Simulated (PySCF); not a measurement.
Compound: C6H10O2Si.
SMILES with atom numbers: `[CH3:1]/[CH:2]=[C:3]1\[CH2:4][O:5][CH2:6][C:7](=[O:8])[SiH2:9]1`

Geometry (GFN2-xTB, Å), atoms numbered from 1 in this order:
```
atom  x, y, z in Å
C1    -2.8786    0.1372   -0.1953
C2    -1.6343    0.8200    0.2679
C3    -0.4260    0.2780    0.3895
C4    -0.1126   -1.1607    0.0668
O5     1.2452   -1.4660    0.3266
C6     2.1521   -0.9365   -0.6086
C7     2.3177    0.5609   -0.4342
O8     3.0583    1.2237   -1.1193
Si9    1.1291    1.1933    0.9385
H10   -3.6328    0.1743    0.5908
H11   -3.2857    0.6593   -1.0613
H12   -2.7009   -0.9004   -0.4614
H13   -1.7620    1.8629    0.5283
H14   -0.3562   -1.3982   -0.9804
H15   -0.6786   -1.8349    0.7174
H16    1.8488   -1.1630   -1.6421
H17    3.1106   -1.4291   -0.4187
H18    1.6235    0.7471    2.2398
H19    0.9727    2.6413    0.8483
```

Probes without a nucleus sit at each ring's centroid and 1 Å off its mean plane on both sides; NICS is minus the shielding there, NICSzz its component along the normal. Level: GIAO PBE0/pcSseg-1 (PySCF, non-relativistic, gas phase) on the GFN2-xTB geometry, one conformer.

Ring bond lengths (Å), with Mayer bond orders in brackets: C3–C4 1.507 (0.99), C4–O5 1.416 (0.90), O5–C6 1.406 (0.93), C6–C7 1.517 (0.91), C7–Si9 1.923 (0.81), Si9–C3 1.886 (0.85).

**Question.** What do the NICS probes read (ppm)?

**Answer.** 
```tsv
ring	type	NICS(0)	NICS(1), two faces	NICS(1)zz, two faces	rms pucker (Å)	centre to ring atoms, mean (Å)
C3–C4–O5–C6–C7–Si9	6-membered ring with O and Si; formal bonds all single	1.6	-1.7 / -2.4	-1.2 / 3.4	0.35	1.51
```

**Question.** What do they say, and how far can they be read as aromaticity?

**Answer.** 
- C3–C4–O5–C6–C7–Si9: mean NICS(1)zz 1.1 ppm, near zero. C4, C6, Si9 have four or more neighbours, and the NICS criterion for π rings isn't applied. The two faces differ by 4.6 ppm, so no symmetry operation interchanges them.

**Question.** At the first NICS(1) probe listed for ring C3–C4–O5–C6–C7–Si9, 1 Å off the ring, how large is the induced field along the normal in 11.7 T applied along it?

**Answer.** NICSzz × B0 = -1.2 ppm × 11.7 T = -14 μT, against the applied field.
